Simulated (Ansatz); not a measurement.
Energy landscape of H2Be, singlet: map of symmetric stretch and bend. Scanned: Be-H bond length and H-Be-H angle.

Cartesian coordinates as functions of the variables (Å; names that start with a are angles):
```
Be  0  0  0
H  r*sin(a/2)  0  r*cos(a/2)
H  -r*sin(a/2)  0  r*cos(a/2)
```

Calculation: restricted PBE/aug-cc-pVDZ (Ansatz, an electronic-structure program).

Energy in mEh above the lowest grid point; x is the Be-H bond length (Å), y the H-Be-H angle (°).

```
y \ x    1.13   1.20   1.24   1.33   1.40   1.44   1.53   1.59   1.67   1.74   1.80
------  -----  -----  -----  -----  -----  -----  -----  -----  -----  -----  -----
180      33.6   13.6    6.6    0.0    1.5    4.3   14.5   23.6   37.6   51.1   63.2
171.58   34.2   14.2    7.2    0.6    2.0    4.8   15.0   24.1   38.1   51.5   63.7
160.39   36.9   16.8    9.8    3.1    4.5    7.2   17.3   26.2   40.1   53.5   65.5
151.46   40.7   20.5   13.5    6.6    7.8   10.5   20.4   29.2   42.9   56.2   68.1
139.34   48.1   27.8   20.6   13.4   14.4   16.9   26.5   35.1   48.5   61.4   73.1
130.61   55.2   34.7   27.4   19.9   20.7   23.1   32.3   40.7   53.8   66.5   77.9
120.34   65.5   44.7   37.3   29.4   29.8   32.0   40.8   48.8   61.5   73.9   85.0
108.61   80.1   59.0   51.3   42.9   42.8   44.7   52.9   60.5   72.6   84.4   95.1
100.28   92.5   71.0   63.2   54.3   53.9   55.6   63.3   70.6   82.2   93.6  103.9
90.76   108.7   87.0   78.9   69.6   68.8   70.2   77.3   84.1   95.2  106.0  115.9
80.92   127.8  105.9   97.7   87.9   86.7   87.9   94.4  100.9  111.4  121.7  131.0
70      151.6  129.6  121.3  111.3  109.8  110.8  116.9  123.0  133.0  142.8  151.7
```

Points that lie below all their neighbours on the grid: x = 1.33, y = 180 on the edge of the grid (0.0 mEh).
